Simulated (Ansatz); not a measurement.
A structure relaxed at PBE0-D4/def2-TZVP, charge 0, multiplicity 1:

Cartesian coordinates in Å:
```
C 1.115 -1.140 0.092
C 0.674 0.081 -0.165
F 1.546 1.037 -0.548
Si -1.113 0.620 -0.073
Cl -1.335 2.078 1.351
H 0.417 -1.906 0.404
H 2.164 -1.400 -0.001
H -1.550 1.189 -1.368
H -1.918 -0.561 0.308
```

**Question.** Give its formula and SMILES.

**Answer.** C2H4ClFSi, `C=C(F)[SiH2]Cl`.

**Question.** Summarise the bond lengths by kind.

**Answer.** 1 × C–C 1.324 Å; 2 × C–H 1.082 to 1.085 Å; 1 × C–F 1.349 Å; 1 × C–Si 1.869 Å; 1 × Cl–Si 2.050 Å; 2 × H–Si 1.480 Å.

Results of the Gaussian-basis code of Ansatz.
